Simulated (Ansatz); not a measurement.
Total energies of the cluster Si12⁻ (the lowest doublet isomer of a short search) from Ansatz at PBE-D4/def2-SVP, gas phase (1 Eh = 27.2114 eV = 2625.5 kJ/mol). The reference geometry is relaxed at PBE0-D4/def2-SVP.

```
atom    x (Å)    y (Å)    z (Å)
 Si1   1.2054  -3.1810   0.4742
 Si2   1.2425   1.0336  -2.3301
 Si3   2.9212   0.8944  -0.2937
 Si4  -2.6586  -1.2395  -0.9772
 Si5   1.7646  -1.0804   0.0950
 Si6  -0.5863  -1.7433   0.3250
 Si7  -0.5689   0.5885   1.1576
 Si8   1.4441   1.7085   1.7441
 Si9  -2.5466  -0.8328   1.5576
Si10  -0.6815   0.1915  -1.2248
Si11   1.1059   2.5050  -0.4684
Si12  -2.6418   1.1554  -0.0594
```

```json
{"state": "charge -1 doublet", "geometry": "reference", "energy (Eh)": "-3471.22628"}
{"state": "charge 0 singlet", "geometry": "reference", "energy (Eh)": "-3471.11029"}
{"state": "charge -1 quartet", "geometry": "relaxed at PBE0-D4/def2-SVP", "energy (Eh)": "-3471.20733"}
```

(1) Work out the vertical ionisation energy to the singlet.

(2) Which of the charge -1 states is lowest, and how far above it are the others?

(1) E(charge 0 singlet) − E(charge -1 doublet) = -3471.11029 − (-3471.22628) = 0.11599 Eh = 3.16 eV. For comparison, −ε of the highest occupied level of the spin that leaves is 1.32 eV at this level, 1.84 eV less.

(2) The doublet. quartet: -3471.20733 − (-3471.22628) = 0.01895 Eh = 49.8 kJ/mol. The quartet differs in its bonds from the reference.

A triplet lies near this restricted singlet, and broken spin symmetry wasn't tried. 

The structure comes from a short search, and lower isomers may exist.
